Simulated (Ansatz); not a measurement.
Cost and result for the atomization energy of CH7ClGeOSi (`CO[SiH](Cl)[GeH3]`) (12 atoms, 11 bonds).

Cartesian coordinates in Å:
```
C -0.733 -1.750 0.832
O -1.264 -0.525 0.375
Si -0.436 0.885 0.419
Cl -1.814 2.375 0.143
Ge 1.194 1.029 -1.310
H 0.058 -2.115 0.168
H -1.541 -2.482 0.845
H -0.327 -1.659 1.846
H 0.170 1.068 1.766
H 2.175 -0.155 -1.219
H 2.000 2.331 -1.177
H 0.517 0.996 -2.688
```

Total charge 0; spin multiplicity 1. Correlated methods include outer-core shells of Ge, which these sets cover unevenly. Scalar relativity is left out up to krypton. All single points use the PBE0-D4/def2-TZVP geometry. It is one conformer, not always the lowest. Program: Ansatz. Hardware: A = 2 threads of a server CPU on a shared host; B = 2 threads of an AMD EPYC 7R13 on a shared host and a share of an NVIDIA H100 80 GB. Times are those of one run each, without the atoms' runs, and a repeat can differ threefold. Electronic energies, without spin–orbit coupling; frozen cores. CCSD(T)/CBS adds CCSD(T) − MP2 in def2-TZVPP to the MP2 limit, and its time is that of the two runs behind it. T1 = 0.012. With those shells the extrapolation isn't a true limit. B3LYP takes the VWN-RPA correlation (the form of Gaussian; ORCA's B3LYP/G). HSE06 is the plane-wave form, built on full-range PBE exchange.

CCSD(T)/CBS is a level of theory with its own doubt, some kJ/mol a heavy atom from the limit and from the frozen cores, so smaller differences don't rank the functionals.

```
                                level  functions  wall time
                 CCSD(T)/def2-SVP [B]        131      1.5 s
           LDA (SPW92)/def2-TZVPP [A]        292      4.1 s
                   MP2/def2-QZVPP [B]        553      4.4 s
               BLYP-D4/def2-TZVPP [A]        292        6 s
             revPBE-D4/def2-TZVPP [A]        292      6.5 s
               CCSD(T)/def2-TZVPP [B]        292      6.5 s
                    CCSD(T)/CBS(def2)          –       11 s
               PBE0-D4/def2-TZVPP [A]        292       13 s
              PBE-QIDH/def2-TZVPP [A]        292       14 s
              HSE06-D4/def2-TZVPP [A]        292       17 s
              BHLYP-D4/def2-TZVPP [A]        292       18 s
B3LYP-D4/def2-TZVPP (with forces) [A]        292       20 s
 ωB97M-V/def2-TZVPP (with forces) [A]        292       45 s
```

(1) What atomization energy does each give, and how far from CCSD(T)/CBS? (Estimate.)

Results:

(1) Computed: 
```
                                level  atomization (kJ/mol)  difference from CCSD(T)/CBS  per bond
                 CCSD(T)/def2-SVP [B]                3699.1                       -277.8     -25.3
           LDA (SPW92)/def2-TZVPP [A]                4490.0                        513.1      46.6
                   MP2/def2-QZVPP [B]                3967.3                         -9.6      -0.9
               BLYP-D4/def2-TZVPP [A]                3915.6                        -61.3      -5.6
             revPBE-D4/def2-TZVPP [A]                3891.3                        -85.6      -7.8
               CCSD(T)/def2-TZVPP [B]                3876.8                       -100.1      -9.1
                    CCSD(T)/CBS(def2)                3976.9                          0.0       0.0
               PBE0-D4/def2-TZVPP [A]                3935.3                        -41.6      -3.8
              PBE-QIDH/def2-TZVPP [A]                3927.6                        -49.3      -4.5
              HSE06-D4/def2-TZVPP [A]                3936.8                        -40.1      -3.6
              BHLYP-D4/def2-TZVPP [A]                3862.6                       -114.3     -10.4
B3LYP-D4/def2-TZVPP (with forces) [A]                3941.8                        -35.1      -3.2
 ωB97M-V/def2-TZVPP (with forces) [A]                3961.4                        -15.5      -1.4
```

In def2-TZVPP, CCSD(T) changes the Hartree–Fock value by +962.1 kJ/mol (the triples alone add +51.7 kJ/mol) and MP2 by +993.4 kJ/mol; breaking electron pairs costs correlation energy, which Hartree–Fock lacks. Leaving LDA and LC-ωPBE aside and taking each functional with its dispersion term where it has one, the values, not all of them listed here, spread over 132.0 kJ/mol, from BHLYP-D4 to B97M-V. LDA lies +540.2 kJ/mol from PBE without D4, its usual overbinding. From BLYP to BHLYP (50 % exact exchange), in def2-TZVPP and without D4, the atomization energy moves by −30.1 kJ/mol: exact exchange takes away binding that semilocal exchange gives to molecules.
